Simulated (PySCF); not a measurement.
# Worked example: oscillator strength and radiative lifetime

C3H6F2Si, SMILES FC(F)=CC[SiH3].

Geometry optimised at PBE0-D3(BJ)/def2-SVP. This is a generated structure with no PubChem entry under its InChIKey; it may be hypothetical. The values are those of a single conformer.

PySCF with TDDFT-PBE/def2-SVPD puts the first singlet state with f over 0.02 at 6.22 eV (vertical), with the transition dipole (-0.643, -0.168, -0.079) in atomic units.

**Question.** Find the oscillator strength, the wavelength and the radiative lifetime that this transition would have in vacuum if emission retraced absorption.

**Answer.** 
|μ|² = 0.4479 au, so |μ| = 1.70 D. ΔE = 6.22/27.211 = 0.2286 hartree. f = (2/3) ΔE |μ|² = 0.068 (the program prints 0.068).
λ = 1239.84/6.22 = 199 nm; ν = 50168 cm⁻¹.
Einstein's coefficient A = 0.6670 ν² f s⁻¹ (ν in cm⁻¹) = 1.1e8 s⁻¹, so τ = 1/A = 8.7 ns. This state is S2; the lower singlet has f = 0.001. The figure is the radiative limit of this one transition; relaxation, internal conversion, crossing to triplets and a medium change what is measured.
